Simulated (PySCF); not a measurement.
H₆NSi₂, SMILES [SiH3][N][SiH3] (connectivity only; charge and spin as stated), charge -1, multiplicity 1. Atoms are numbered in the order given.

```xyz
9

Si     1.5521     0.0000     0.0709
N      0.0000     0.0000    -0.5292
Si    -1.5521     0.0000     0.0709
H      2.6096     0.0000    -1.0191
H      1.9689     1.1855     0.9393
H      1.9689    -1.1855     0.9393
H     -1.9689    -1.1855     0.9393
H     -2.6096     0.0000    -1.0191
H     -1.9689     1.1855     0.9393
```
Charge -1, spin multiplicity 1.

Coordinates come from a PBE0-D3(BJ)/def2-SVPD optimisation. The spin state was assumed, not searched. The isomer is the one that the SMILES or the coordinates give; other isomers of the formula were not compared.

Two levels are set side by side: PBE/pcSseg-1 (PySCF) and PBE0/pcSseg-1 (PySCF). GIAO shifts against NH3 (¹⁵N), TMS (²⁹Si), TMS (¹H) at the same level; non-relativistic, no solvent, atoms listed together averaged. Differences are taken from unrounded values.

```tsv
quantity	PBE0
δ(²⁹Si) of Si1, Si3 (ppm)	-88.0
δ(¹⁵N) of N2 (ppm)	13.4
```

Task: What does PBE give, and how far is it from PBE0? (The exact figures need the calculation; the answer reports its results.)

Result: 
```json
[
 {"quantity": "δ(²⁹Si) of Si1, Si3 (ppm)", "PBE": "-94.4", "PBE minus PBE0": "-6.4"},
 {"quantity": "δ(¹⁵N) of N2 (ppm)", "PBE": "26.2", "PBE minus PBE0": "12.9"}
]
```

Rough cost on one machine, each run with all the roots and properties that it gave: PBE0 against PBE within a factor of 2.
